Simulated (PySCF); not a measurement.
Magnetic shielding above rings: a mixed set.

Definitions: NICS(0) = −σiso at the ring centroid; NICS(1) = −σiso and NICS(1)zz = −σzz at ±1 Å along the ring normal z. Level: GIAO PBE0/pcSseg-1 (PySCF, non-relativistic, gas phase) on the GFN2-xTB geometries, one conformer each. Atom numbers follow the mapped SMILES.

Question: Order these rings by mean NICS(1)zz, lowest (most negative) first (ppm).
A. ring C4–C5–C6–C7–N8–C9 in `[CH3:1][CH2:2][CH2:3][c:4]1[cH:5][cH:6][cH:7][n:8][cH:9]1`
B. ring C3–C4–S5–C6–C10 in `[CH3:1][O:2][c:3]1[cH:4][s:5][c:6]([CH2:7][O:8][SiH3:9])[cH:10]1`
C. ring P3–C5–C6–O7–C8–C9 in `[SiH3:1][CH2:2][P:3]1(=[S:4])[CH2:5][CH2:6][O:7][CH2:8][CH2:9]1`
D. ring C4–C5–Si6–C7 in `[N:1]#[C:2][CH2:3][CH:4]1[CH2:5][SiH2:6][CH2:7]1`
E. ring C2–C3–C4–C9 in `[CH3:1][C:2]1=[CH:3][C@@:4]2([CH2:5][OH:6])[CH:7]=[CH:8][C@@H:9]12`
F. ring C3–C4–C5–C6–C7–C9 in `[CH3:1][O:2][c:3]1[cH:4][cH:5][cH:6][c:7]([CH3:8])[cH:9]1`
G. ring C4–C5–C6–Si8–O9–C10 in `[CH2:1]=[CH:2][CH2:3][C:4]1=[CH:5][C@H:6]([CH3:7])[SiH2:8][O:9][CH2:10]1`

Answer: A (-28.4), F (-26.6), B (-23.0), E (-1.4), G (0.6), C (3.1), D (5.6).

| SMILES | ring | NICS(0) | NICS(1) | NICS(1)zz | HOMA | rms pucker (Å) | ring atoms with four or more neighbours |
| --- | --- | --- | --- | --- | --- | --- | --- |
| CCCc1cccnc1 | 6-membered ring with N; formal bonds all aromatic | -7.5 | -11.3 | -28.4 | 0.99 | 0.00 | 0 |
| COc1cccc(C)c1 | 6-membered carbocycle; formal bonds all aromatic | -9.3 | -11.0 | -26.6 | 0.99 | 0.00 | 0 |
| COc1csc(CO[SiH3])c1 | 5-membered ring with S; formal bonds all aromatic | -12.8 | -10.2 | -23.0 | 0.76 | 0.00 | 0 |
| CC1=C[C@@]2(CO)C=C[C@@H]12 | 4-membered carbocycle; formal bonds 1 double, 3 single | -2.3 | -2.1 | -1.4 | – | 0.00 | 2 |
| C=CCC1=C[C@H](C)[SiH2]OC1 | 6-membered ring with O and Si; formal bonds 1 double, 5 single | -1.1 | -1.9 | 0.6 | – | 0.19 | 3 |
| [SiH3]CP1(=S)CCOCC1 | 6-membered ring with O and P; formal bonds all single | -2.8 | -2.3 | 3.1 | – | 0.27 | 5 |
| N#CCC1C[SiH2]C1 | 4-membered ring with Si; formal bonds all single | 0.8 | -0.7 | 5.6 | – | 0.08 | 4 |

NICS(0) gives another order. The isotropic NICS(1) gives another order. HOMA uses Krygowski's 1993 parameters; it is left out where a ring has a four-coordinate atom, a triple bond, no multiple bond or a kind of bond without parameters. NICS(1) and NICS(1)zz are means over the two faces.
